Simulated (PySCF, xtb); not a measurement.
PbI, SMILES [I][Pb+] (connectivity only; charge and spin as stated), charge +1, multiplicity 1.

GFN2-xTB run with xtb at its own geometry gives an orbital gap of 3.07 eV.

Coordinates come from a r2SCAN-D4/def2-TZVP optimisation. The spin state was assumed, not searched. The def2 effective core potentials stand for the cores of I, Pb; spin–orbit coupling is left out.

Q: What does PySCF with PBE0/def2-TZVPD give? (An estimate is asked for; the answer gives what the named calculation found.)

A: gap 4.53 eV (levels -13.02 and -8.48 eV).
